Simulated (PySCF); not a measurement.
# Checking a proposed structure

A compound C5H10N2O2Si gives the data below (simulated from a calculation) and was assigned the structure `CO[Si@@H](O)n1ccc(N)c1`.

¹³C{¹H} NMR (computed): δ 214.3 (C), 168.2 (C), 159.4 (C), 146.8 (CH2), 56.5 (CH2).

¹H NMR (600 MHz, computed): δ 7.19 (br s, 1H), 6.62 (br s, 1H), 6.60 (br, 1H), 5.14 (s, 2H), 4.40 (br, 1H), 3.66 (s, 2H), 0.45 (br s, 2H).

No solvent, non-relativistic, single conformer, equivalent nuclei averaged. NMR shieldings at PBE0/pcSseg-1/GIAO; GFN2-xTB structure; PySCF 2.14.

Shifts are taken against calculated references (same method and geometry level): TMS for ¹H (σ = 31.72 ppm) and ¹³C (σ = 186.93 ppm).

Task: Compare with the shifts computed for the proposed structure, pairing carbons in order of shift.

Result: Atom-mapped SMILES (the numbers label the heavy atoms): `[CH3:1][O:2][Si@@H:3]([OH:4])[n:5]1[cH:6][cH:7][c:8]([NH2:9])[cH:10]1`. Hydrogens are named by the atom that carries them.

| atom | computed for proposal | given list | difference |
| --- | --- | --- | --- |
| C8 | 143.2 | 214.3 | -71.1 |
| C6 | 124.5 | 168.2 | -43.7 |
| C7 | 108.1 | 159.4 | -51.3 |
| C10 | 104.2 | 146.8 | -42.6 |
| C1 | 52.1 | 56.5 | -4.4 |

The rms difference is 47.8 ppm and the largest -71.1 ppm at C8 (aromatic carbon bearing nitrogen). The carbon types in order of shift don't match either: C, CH, CH, CH, CH3 for the proposal against C, C, C, CH2, CH2 in the data. The proposal doesn't fit.

Task: Which isomer fits?

Result: `C=C([SiH2]N)C(=O)CC(N)=O`.

1. Carbon types of the structure: 3 × C, 2 × CH2, leaving 6 H on heteroatoms.
2. δC 214.3: ketone carbonyl carbon; the double bond to the heteroatom, with no lone-pair donor beside it, deshields it most.
3. δC 168.2: amide carbonyl carbon; it is a carbonyl in resonance with an O or N lone pair, the region of acids, esters and amides.
4. δC 159.4: α carbon of a C=C–C=O unit; the olefinic region.
5. δC 146.8: β carbon of a C=C–C=O unit; conjugation with the carbonyl draws π density from the β position.

Other isomers checked: CO[Si@@](N)(O)n1cccc1 (rms 50.5 ppm).

The shifts were computed for this structure.

The OH or NH signal is concentration- and solvent-dependent in practice; the value given is the gas-phase one. Rotation about the amide-type C–N bond is slow at room temperature, so the two groups on nitrogen are listed apart. Shifts are as computed. Against solution values, carbons near 30 ppm lie about +3 ppm off and those near 130 ppm about +5 ppm. Of 1309 compounds with measured shifts, 239 miss one by over three times the rms of a fit or turn the order of signals round; such compounds aren't used in these exercises. The C=O carbon of an acid or of an amide with N–H lies up to 10 ppm further downfield in solution, through hydrogen bonding that the calculation lacks. No couplings were computed; multiplicities are counted from neighbouring protons, with m where these are inequivalent, close in shift, in a saturated or five-membered ring or joined by F or P, and br s for small geminal =CH2 splittings.
